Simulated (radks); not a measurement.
Spherical quantum dot in the effective-mass picture: electrons in a hard-walled sphere of radius 4.47, with a point charge +1 (a donor) at the centre, all in effective atomic units (hartree* = m*/eps^2 hartree, bohr* = eps/m* bohr), one dielectric constant everywhere. Method: non-relativistic Kohn-Sham, r2SCAN, spin-polarised, spherical densities, generalised Kohn-Sham scheme; computed with a radial shooting solver with Libxc functionals. Levels are named by radial order and angular momentum (1s, 1p, 1d, 2s, ...), and open shells are averaged over m.

N = 13, configuration 1s2 1p6 1d(up 5, down 0). This is the lowest configuration that the search found. Occupied levels:

| level | occupation | eigenvalue (hartree*) | <r> (bohr*) |
|---|---|---|---|
| 1s up | 1 | 3.5194 | 2.642 |
| 1s down | 1 | 3.5573 | 2.348 |
| 1p up | 3 | 3.7066 | 2.999 |
| 1p down | 3 | 3.8013 | 2.941 |
| 1d up | 5 | 3.9685 | 3.139 |

Energy (hartree*): total 25.0972, kinetic 8.4761, external -4.8749, Hartree 25.829, exchange-correlation -4.3335.
